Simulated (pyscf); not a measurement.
# [O=Re(=O)=O]• (SMILES [O]=[Re](=[O])=[O]), doublet

Gas-phase minimum from PySCF at ωB97X-D3(BJ)/def2-SVP, one conformer. Other isomers of [O=Re(=O)=O]• were not searched in full and may lie lower. 

```
Re
O 1 1.6957
O 1 1.6958 2 115.37
O 1 1.6959 2 115.41 3 -138.72
```
Charge 0, spin multiplicity 2.

Properties at ωB97X-D3(BJ)/def2-SVP:

* **Harmonic wavenumbers, unscaled**: 181, 325, 326, 1031, 1031, 1081 cm⁻¹
* **Zero-point energy**: 5.7 kcal/mol
* **Rotational symmetry number**: 3
* **Entropy of this conformer at 298 K and 1 atm, rigid rotor and harmonic oscillator, modes under 100 cm⁻¹ raised to 100**: 299.1 J/(mol K)
* **Dipole moment**: 2.23 D
* **Spin expectation value S2**: 0.753

Single-point totals, which compare only within one level:

```tsv
level	total energy (hartree)
ωB97X-D3(BJ)/def2-TZVP	-304.16406
PBE/def2-TZVP	-303.98892
r²SCAN/def2-TZVP	-304.09100
B3LYP-D3(BJ)/def2-TZVP	-304.16339
PBE0-D3(BJ)/def2-TZVP	-303.88303
M06-2X/def2-TZVP	-303.89806
ωB97M-D3(BJ)/def2-TZVP	-304.12261
```

Open-shell species with a d-block atom are single-reference here; other states, and whether the spin sits on metal or ligand, were not checked. Elements past Kr carry the def2 core potentials, without spin-orbit coupling.
